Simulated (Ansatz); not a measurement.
Relaxation of CuSe5 with UKS PBE-D4/def2-SVP.

```sh
$ ansatz run in.yaml --threads 4 --pin off --events-out ev --progress --plain --max-ram 4787MiB
```

```yaml
crystal:
  periodic: [false, false, false]
  atoms:
    - {symbol: Cu, position_ang: [-1.567910, 0.575860, 0.408320]}
    - {symbol: Se, position_ang: [0.310630, -1.254660, -1.793410]}
    - {symbol: Se, position_ang: [-0.064100, 1.886350, 1.751440]}
    - {symbol: Se, position_ang: [1.440160, -1.239970, 0.260610]}
    - {symbol: Se, position_ang: [-1.950810, -0.991320, -1.370130]}
    - {symbol: Se, position_ang: [1.832030, 1.023740, 0.743160]}
basis:
  gaussian: {orbitals: def2-SVP}
magnetization: {spin_polarized: true, initial_magnetization: 1}
hamiltonian: {xc: pbe, dispersion: d4}
scf: {lower_state_search: "off"}
output: {orbitals: {seedname: orbitals}}
relax: {f_tol: 0.02, max_steps: 100}
```

It took 24 s on 4 threads of Arm Neoverse V2 on a shared host.

Positions (Å) and forces (eV/Å) at steps 1, 2, 3, 4, 5 of 5:

```xyz
6
step=1 energy=-371291.5596 eV
Cu   -1.568    0.576    0.408    0.662   -0.348   -0.061
Se    0.311   -1.255   -1.793    0.478    0.054   -0.337
Se   -0.064    1.886    1.751   -1.147   -0.139   -0.305
Se    1.440   -1.240    0.261    0.062   -0.378    0.327
Se   -1.951   -0.991   -1.370   -0.531    0.782    0.706
Se    1.832    1.024    0.743    0.476    0.030   -0.329
6
step=2 energy=-371291.7851 eV
Cu   -1.456    0.475    0.437    0.196   -0.109   -0.011
Se    0.333   -1.188   -1.777    0.074   -0.084   -0.021
Se   -0.136    1.900    1.692   -0.328   -0.157   -0.225
Se    1.430   -1.300    0.320   -0.038    0.080   -0.032
Se   -1.971   -0.902   -1.347   -0.015    0.317    0.274
Se    1.801    1.015    0.676    0.111   -0.047    0.016
6
step=3 energy=-371291.8159 eV
Cu   -1.419    0.429    0.457    0.002   -0.047    0.037
Se    0.333   -1.198   -1.782    0.019   -0.064    0.014
Se   -0.169    1.889    1.649   -0.020    0.091    0.026
Se    1.412   -1.288    0.324    0.038    0.041   -0.054
Se   -1.967   -0.850   -1.328   -0.068    0.019   -0.060
Se    1.811    1.018    0.681    0.028   -0.039    0.037
6
step=4 energy=-371291.8196 eV
Cu   -1.410    0.414    0.465   -0.013   -0.004    0.008
Se    0.325   -1.223   -1.785    0.003   -0.011   -0.008
Se   -0.178    1.906    1.644    0.012   -0.011    0.001
Se    1.426   -1.282    0.309   -0.030    0.021    0.000
Se   -1.976   -0.835   -1.337    0.016   -0.002   -0.001
Se    1.814    1.019    0.703    0.012    0.006   -0.001
6
step=5 energy=-371291.8198 eV
Cu   -1.413    0.407    0.474    0.003    0.007   -0.007
Se    0.327   -1.224   -1.787   -0.002   -0.005    0.006
Se   -0.177    1.906    1.640    0.005   -0.010    0.006
Se    1.420   -1.279    0.311   -0.010    0.015   -0.005
Se   -1.973   -0.830   -1.340    0.007   -0.004    0.002
Se    1.816    1.021    0.701   -0.002   -0.002   -0.001
```

The structure comes from a short search, and lower isomers may exist.
